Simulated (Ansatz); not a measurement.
GaHF (SMILES [F][GaH]): the vertical energy of the quartet above the doublet from total energies

The species is GaHF (3 atoms), meant as a doublet with charge 0. As SMILES, `[F][GaH]`. The coordinates come from a PBE0-D4/def2-TZVP relaxation.

```xyz
3

F    -1.2520    0.4514   -0.6448
Ga    0.2924    0.4698    0.2141
H     0.9486   -0.9859    0.4174
```

Both states at this one shape; open shells run unrestricted unless said. 1 Eh = 27.2114 eV.

| level | program | doublet GaHF (Eh) | quartet GaHF (Eh) |
| --- | --- | --- | --- |
| USVWN5/STO-3G | Ansatz | -1997.312285 | -1997.242276 |
| UHSE06/STO-3G | Ansatz | -2000.898962 | -2000.842986 |
| UB2PLYP/STO-3G, 10 core orbitals frozen | Ansatz | -2000.763195 | -2000.715439 |
| UBCCD(T)/STO-3G, 10 core orbitals frozen | Ansatz | -1999.641469 | -1999.605158 |

Work out the vertical gap, second state less first, at each level.


1. USVWN5/STO-3G: -1997.242276 − (-1997.312285) = 0.070009 Eh = 1.91 eV.
2. UHSE06/STO-3G: -2000.842986 − (-2000.898962) = 0.055976 Eh = 1.52 eV.
3. UB2PLYP/STO-3G: -2000.715439 − (-2000.763195) = 0.047756 Eh = 1.30 eV.
4. UBCCD(T)/STO-3G: -1999.605158 − (-1999.641469) = 0.036311 Eh = 0.99 eV.

No measured value is set beside it here; the levels span 0.99 to 1.91 eV. Minimal sets are far from the basis-set limit. All-electron rows are non-relativistic unless named. The first state is spin-contaminated at UBCCD(T)/STO-3G (⟨S²⟩ = 1.05).
